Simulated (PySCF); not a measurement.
These compounds are isomers of formula C$_{7}$H$_{10}$NP.

A. `Cn1ccpc1C1CC1`
B. SMILES CP(C)c1ccccn1
C. `Cc1cn(C2CC2)cp1`
D. `InChI=1S/C7H10NP/c1-6(2)7-3-4-9-5-8-7/h3-6H,1-2H3`
E. `CN(C)c1ccccp1`

Spectrum 1. 1H NMR (400 MHz, computed): δ 7.10 (m, 1H), 7.01 (m, 1H), 3.88 (s, 3H), 1.70 (m, 1H), 1.33 (m, 2H), 0.79 (m, 2H). 13C{1H} NMR (computed): δ 185.9 (C), 133.1 (CH), 132.3 (CH), 36.8 (CH3), 22.1 (CH2), 14.8 (CH).

Spectrum 2. 1H NMR (400 MHz, computed): δ 8.91 (m, 1H), 7.67 (m, 1H), 7.53 (m, 1H), 6.91 (m, 1H), 3.29 (s, 6H). 13C{1H} NMR (computed): δ 181.3 (C), 162.9 (CH), 135.9 (CH), 127.1 (CH), 115.6 (CH), 44.3 (CH3).

Spectrum 3. 1H NMR (400 MHz, computed): δ 8.90 (m, 1H), 7.80 (m, 1H), 7.58 (m, 1H), 7.20 (m, 1H), 1.35 (m, 6H). 13C{1H} NMR (computed): δ 176.7 (C), 155.3 (CH), 140.2 (CH), 132.1 (CH), 125.8 (CH), 18.1 (CH3).

Spectrum 4. 1H NMR (400 MHz, computed): δ 8.09 (m, 1H), 7.30 (m, 1H), 3.43 (m, 1H), 2.56 (m, 3H), 0.99 (m, 2H), 0.89 (m, 2H). 13C{1H} NMR (computed): δ 161.7 (CH), 151.9 (C), 133.2 (CH), 33.5 (CH), 18.2 (CH3), 9.5 (CH2).

Spectrum 5. 1H NMR (400 MHz, computed): δ 10.74 (m, 1H), 9.64 (m, 1H), 7.70 (m, 1H), 2.81 (sept, 1H), 1.44 (d, 6H). 13C{1H} NMR (computed): δ 191.6 (CH), 176.9 (CH), 172.1 (C), 128.7 (CH), 43.9 (CH), 25.7 (CH3).

[PySCF 2.14: σ from GIAO-PBE0/pcSseg-1; GFN2-xTB structure; fast rotation and ring inversion assumed for equivalent nuclei; gas phase; non-relativistic Hamiltonian; one conformer]

Referencing at the same level of theory: TMS for 1H, 13C. Splittings of carbon signals by F and P are missing where no couplings were computed. Where no couplings were computed, multiplicities follow the n + 1 count of equivalent neighbours, and m marks all less simple cases (inequivalent or close neighbours, rings, F or P nearby). Shifts are as computed. Against solution values, carbons near 30 ppm lie about +3 ppm off and those near 130 ppm about +5 ppm. Of 1211 compounds with measured shifts, 218 miss one by over three times the rms of a fit or turn the order of signals round; such compounds aren't used in these exercises.

Q: Match each spectrum to its structure.

A: 1–A, 2–E, 3–B, 4–C, 5–D.

- Spectrum 1 (A): 6 13C signals; δC 132.3 is an aromatic CH; δC 36.8 is a methyl carbon bonded to N.
- Spectrum 2 (E): 6 13C signals; δC 181.3 is an aromatic carbon bearing nitrogen; δC 135.9 is an aromatic CH.
- Spectrum 3 (B): 6 13C signals; δC 155.3 is an aromatic CH next to a ring nitrogen; δC 132.1 is an aromatic CH.
- Spectrum 4 (C): 6 13C signals; δC 161.7 is an aromatic CH next to a ring nitrogen; δC 33.5 is a three-membered-ring carbon.
- Spectrum 5 (D): 6 13C signals; δC 191.6 is an aromatic CH next to a ring nitrogen; δC 128.7 is an aromatic CH.
